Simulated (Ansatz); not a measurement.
Reaction (hydrogenolysis of the Si–C bond): `CC[SiH2]C#N` + H₂ → `CC[SiH3]` + `C#N`

Program: Ansatz. Geometries: PBE0-D4/def2-TZVP. ΔE: electronic, gas phase. CBS: MP2 limit from def2 TZ/QZ plus the TZ coupled-cluster correction, frozen cores. This one scheme is used for every species. Functionals use def2-TZVPP. One conformer a species, not always the lowest.

`CC[SiH2]C#N`:

```xyz
12

C    -0.497   -0.290   -1.435
C     0.426   -0.793   -0.328
Si    0.749    0.470    1.006
C    -0.881    0.962    1.746
N    -1.912    1.245    2.177
H    -0.653   -1.057   -2.196
H    -0.081    0.589   -1.934
H    -1.476   -0.011   -1.040
H     1.398   -1.091   -0.737
H     0.009   -1.686    0.149
H     1.346    1.718    0.472
H     1.573   -0.056    2.120
```

H₂:

Cartesian coordinates in Å:
```
H 0.357 0.038 -0.102
H -0.357 -0.038 0.102
```

`CC[SiH3]`:

Cartesian coordinates in Å:
```
C 0.790 1.094 -0.445
C -0.083 -0.132 -0.696
Si -0.693 -0.948 0.879
H 1.129 1.546 -1.381
H 1.679 0.838 0.137
H 0.247 1.862 0.113
H 0.467 -0.881 -1.277
H -0.956 0.137 -1.301
H -1.502 0.012 1.681
H 0.459 -1.390 1.714
H -1.537 -2.136 0.574
```

`C#N`:

Z-matrix (Å, degrees):
```
C
N 1 1.146
H 1 1.069 2 180.0
```

CCSD(T)/CBS gives +6.9 kcal/mol.

(1) Another level gave +6.1 kcal/mol. Which?
A. BHLYP/def2-TZVPP
B. HF/def2-TZVPP
C. r2SCANh-D4/def2-TZVPP
D. PBE/def2-TZVPP

(2) What do rigid-rotor, harmonic-oscillator terms from PBE0-D4/def2-TZVP frequencies (298.15 K, 1 bar) make of the CCSD(T)/CBS value? (Best estimate.)

Largest T1 diagnostic among the species: 0.014.

## Answers

(1) D. PBE 6.1, r2SCANh-D4 7.4, BHLYP 4.6, HF/def2-TZVPP 3.0 kcal/mol.

(2) Ansatz gave: ΔZPE = +3.2 kcal/mol, ΔH = +9.2 kcal/mol, ΔS = 24 J/(mol·K), ΔG = +7.5 kcal/mol.

Leaving LDA and LC-ωPBE aside and taking each functional with its dispersion term where it has one, the values, not all of them listed here, spread over 1.7 kcal/mol, from CAM-B3LYP-D4 to r2SCAN-D4. From r2SCAN to r2SCAN0 (25 % exact exchange), in def2-TZVPP and without D4, ΔE moves by −0.8 kcal/mol.
